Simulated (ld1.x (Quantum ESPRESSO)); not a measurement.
Tl (Z = 81): one change to a TM potential, before and after

| Item | Value |
| --- | --- |
| Element | Tl (Z = 81) |
| Generator | ld1.x (Quantum ESPRESSO) 7.5 |
| Type | norm-conserving Troullier–Martins (Kleinman–Bylander form) |
| Functional | LDA (PZ) |
| Relativity | fully relativistic |
| Frozen core | [Xe] 4f14 5d10 |
| Valence charge | 3 |
| Reference configuration | 6s2 6p0 (charge +1) |
| Partial waves | 6s (bound): rc 1.80 bohr; 6p (bound, empty): rc 2.35 bohr; 6d channel at 0.35 Ry: rc 2.45 bohr |
| Local potential | all-electron potential smoothed inside 1.50 bohr (lloc = -2) |
| Core correction | Bessel-smoothed model core inside 1.35 bohr |

Open shells are filled in proportion to 2j + 1 (rel_dist='average').

Change: local potential the p channel.

Cutoffs: the cutoffs (Ry, on a coarse ladder) from which the occupation-weighted sum of valence levels, in a spherical-Bessel basis at the reference potential, stays within 10 and 1 mRy of its value at 400 Ry; they do not see the model core or the augmentation charge, which bear on the density cutoff. Errors are all-electron minus pseudo energies relative to the spin-unpolarised reference configuration.

**Question.** How do hardness, ghosts and transferability respond?

**Answer.** The potential gets neither clearly harder nor softer (25 Ry and 50 Ry → 25 Ry and 50 Ry); the bound ghosts move from d, s to d; of the 7 tests that both files solve, the error grows in 6 and shrinks in 0 by more than 15 % and 0.3 meV (median size 34.5 → 130.4 meV); the range in which the s phases agree narrows (upper end 3.8 → 1.1). In the separable form a ghost depends on how the local part lies against the semilocal potential of the channel, so the choice of the local part can create or remove one.

| quantity | base | changed |
| --- | --- | --- |
| cutoff, loose | 25 Ry | 25 Ry |
| cutoff, tight | 50 Ry | 50 Ry |
| bound ghosts | d5/2, s | d3/2, d5/2 |
| error for 6s2 6p1, meV [ΔE -5.52 eV] | -27 | -101 |
| error for 6s1 6p0, meV [ΔE 21.20 eV] | -221 | -207 |
| error for 6s2 6p0.5, meV [ΔE -3.50 eV] | -10.0 | -48 |
| error for 6s1 6p1, meV [ΔE 8.25 eV] | -44 | -129 |
| error for 6s1 6p2, meV [ΔE 1.84 eV] | -17 | -179 |
| error for 6s0 6p3, meV [ΔE 9.61 eV] | -90 | -356 |
| error for 6s2 6p1.3, meV [ΔE -6.09 eV] | -35 | -130 |
| s: phases at 2.65 bohr within 0.05 rad from the reference energy up to (Ry; the scan ends near 5) | 3.8 | 1.1 |
| p1/2: phases at 2.65 bohr within 0.05 rad from the reference energy up to (Ry; the scan ends near 5) | 0.7 | n/a |
| p3/2: phases at 2.65 bohr within 0.05 rad from the reference energy up to (Ry; the scan ends near 5) | -0.2 | n/a |
| d3/2: phases at 2.65 bohr within 0.05 rad from the reference energy up to (Ry; the scan ends near 5) | 0.6 | 0.9 |
| d5/2: phases at 2.65 bohr within 0.05 rad from the reference energy up to (Ry; the scan ends near 5) | 0.6 | 0.9 |

 A true bound ghost makes a file unfit for plane-wave use even where its test errors are small: the radial tests pick states by their node count and pass the ghost by.
